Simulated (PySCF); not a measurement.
CH7FO2Si2, SMILES O([Si@@H](O[SiH3])F)C.

Coordinates come from a r2SCAN-D4/def2-SVP optimisation. The structure was generated by enumeration; whether it is a known compound was not checked. One conformer was computed; it need not be the lowest.

Two levels are set side by side: TDDFT-PBE/def2-SVPD (PySCF) and TDDFT-M06-2X/def2-SVPD (PySCF). Vertical, same geometry. The lowest singlet is HOMO→LUMO 100 % with PBE and HOMO−1→LUMO 48 %, HOMO→LUMO 22 %, HOMO−1→LUMO+1 10 % with the other functional; states are paired by order. Differences are taken from unrounded values.

```csv
quantity,TDDFT-M06-2X
lowest singlet excitation (eV),7.79
lowest triplet excitation (TDA) (eV),7.46
```

Task: What does TDDFT-PBE give, and how far is it from TDDFT-M06-2X? (Estimate from the structure and the level; the computed values follow.)

Result: 
| quantity | TDDFT-PBE | TDDFT-PBE minus TDDFT-M06-2X |
|---|---|---|
| lowest singlet excitation (eV) | 6.33 | -1.46 |
| lowest triplet excitation (TDA) (eV) | 6.26 | -1.20 |

Functionals without exact exchange tend to place singlet excitations lower, as here. Differences between two approximate levels are no errors against the true value.

Rough cost on one machine, each run with all the roots and properties that it gave: TDDFT-M06-2X against TDDFT-PBE about 20 times.
